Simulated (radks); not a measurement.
Results of a calculation; reference values are marked as such.
Spherical jellium clusters: N electrons in a uniform positive sphere of charge N and radius rs N^(1/3), rs = 2.7 bohr. Level of theory: non-relativistic Kohn-Sham, LDA (Slater exchange, Perdew-Wang correlation), spin-polarised, spherical densities (a radial shooting solver with Libxc functionals). Levels are named by radial order and angular momentum (1s, 1p, 1d, 2s, ...), and open shells are averaged over m.

N = 21, configuration 1s2 1p6 1d10 2s2 1f(up 1, down 0). This is the lowest configuration that the search found. Occupied and some empty levels:

level,occupation,eigenvalue (eV),<r> (bohr)
1s up,1,-8.3173,4.621
1s down,1,-8.2605,4.585
1p up,3,-6.6676,5.548
1p down,3,-6.5847,5.527
1d up,5,-4.6449,6.284
1d down,5,-4.5473,6.277
2s up,1,-3.8298,5.602
2s down,1,-3.7714,5.619
1f up,1,-2.3891,7.060
1f down,0,-2.2873,7.070
2p up,0,-1.6997,7.549
2p down,0,-1.6441,7.587
2d up,0,-0.21020,11.38
2d down,0,-0.17538,11.60
1g up,0,-0.098002,8.377

Energy (eV): total -29.4498, kinetic 71.810, external -1878.4, Hartree 915.21, exchange-correlation -104.63, background 966.58.
